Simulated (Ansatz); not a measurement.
Consider the atomization: `CN[SiH](N)F` → C• + F• + 7 H• + 2 N• + Si•.

Calculated with Ansatz (gas phase, PBE0-D4/def2-TZVP geometries, no zero-point term in ΔE). CCSD(T)/CBS adds triple-zeta CCSD(T) − MP2 to the extrapolated MP2 energy (def2 sets, frozen cores). This one scheme is used for every species, atoms too. Functionals use def2-TZVPP. HSE06 is defined as in plane-wave codes. No spin–orbit coupling; open shells (•) take unrestricted orbitals. Spin–orbit coupling would lower the free atoms: a little for C, F, Si. One conformer a species, not always the lowest.

CCSD(T)/CBS gives +4479.4 kJ/mol.

Another level gave +4451.6 kJ/mol. Which?
A. CAM-B3LYP-D4/def2-TZVPP
B. HSE06-D4/def2-TZVPP
C. BHLYP-D4/def2-TZVPP
D. r2SCAN0/def2-TZVPP

B. HSE06-D4 4451.6, CAM-B3LYP-D4 4509.5, BHLYP-D4 4351.1, r2SCAN0 4376.1 kJ/mol.

Largest T1 diagnostic among the species: 0.012.

From r2SCAN to r2SCAN0 (25 % exact exchange), in def2-TZVPP and without D4, ΔE moves by −68.1 kJ/mol: exact exchange takes away binding that semilocal exchange gives to molecules. At CCSD(T), def2-SVP lies −342.5 kJ/mol from the extrapolated value and def2-TZVPP −138.3 kJ/mol: correlation converges slowly with the basis, and small sets miss more of it in the bonded molecule than in its fragments.

For atomizations the MP2-based limit and the directly extrapolated one differ by several kJ/mol either way, and by 10 to 25 for some Ge, Se and Sn compounds, so smaller differences from it don't rank the levels.
